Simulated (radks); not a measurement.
Values are calculated unless marked as measured or tabulated.
Species: Sn V. Configuration: [Ar] 3d10 4s1.75 4p6 4d10 5d0.25 (fractional occupations, a model configuration). Code: a radial shooting solver on a logarithmic mesh with Libxc functionals. Model: scalar-relativistic Kohn-Sham, SCAN, spin-polarised, spherical densities, finite nucleus; open shells are filled with parallel spins first (spin-orbit coupling, left out, can overturn this in heavy ions); meta-GGA in the generalised Kohn-Sham scheme; Fermi nuclear charge, rms radius 4.6519 fm.

Normalised radial functions P(r) = r R(r), r in bohr:

r	4d up	5d up
0.001354	0.0000	0.0000
0.001564	0.0000	0.0000
0.001806	0.0000	0.0000
0.002086	0.0000	0.0000
0.002428	0.0000	0.0000
0.002804	0.0000	0.0000
0.003239	0.0001	0.0000
0.00374	0.0001	0.0000
0.004354	0.0001	0.0000
0.005029	0.0002	0.0001
0.005807	0.0003	0.0001
0.006707	0.0004	0.0002
0.007808	0.0007	0.0002
0.009017	0.0010	0.0003
0.01041	0.0015	0.0005
0.01203	0.0023	0.0008
0.014	0.0034	0.0011
0.01617	0.0050	0.0017
0.01867	0.0074	0.0025
0.02157	0.0108	0.0036
0.02511	0.0159	0.0054
0.029	0.0229	0.0077
0.03349	0.0327	0.0110
0.03867	0.0461	0.0155
0.04502	0.0656	0.0220
0.05199	0.0902	0.0303
0.06005	0.1224	0.0411
0.06935	0.1630	0.0547
0.08073	0.2158	0.0724
0.09324	0.2748	0.0921
0.1077	0.3408	0.1141
0.1244	0.4099	0.1370
0.1448	0.4793	0.1598
0.1672	0.5311	0.1764
0.1931	0.5576	0.1842
0.223	0.5459	0.1786
0.2596	0.4800	0.1542
0.2998	0.3585	0.1109
0.3462	0.1792	0.0480
0.3999	-0.0486	-0.0305
0.4655	-0.3223	-0.1225
0.5376	-0.5814	-0.2057
0.6209	-0.8080	-0.2716
0.717	-0.9732	-0.3072
0.8347	-1.0562	-0.3008
0.964	-1.0448	-0.2487
1.113	-0.9571	-0.1541
1.286	-0.8156	-0.0242
1.497	-0.6387	0.1421
1.729	-0.4676	0.3011
1.996	-0.3150	0.4536
2.306	-0.1932	0.5742
2.684	-0.1029	0.6434
3.1	-0.0500	0.6409
3.58	-0.0211	0.5731
4.135	-0.0075	0.4560
4.813	-0.0021	0.3109
5.559	-0.0005	0.1859
6.42	-0.0001	0.0942
7.414	0.0000	0.0397
8.631	0.0000	0.0127
9.968	0.0000	0.0034

4d up: eigenvalue -71.014 eV, 1 radial node at r = 0.389 bohr, <r> = 1.06 bohr, 90 % of the charge inside 1.62 bohr. 5d up: eigenvalue -23.744 eV, 2 radial nodes at r = 0.379, 1.32 bohr, <r> = 3.15 bohr, 90 % of the charge inside 4.53 bohr.

Empty levels of this run are not shown, since the potential may be unsettled where no density lies.
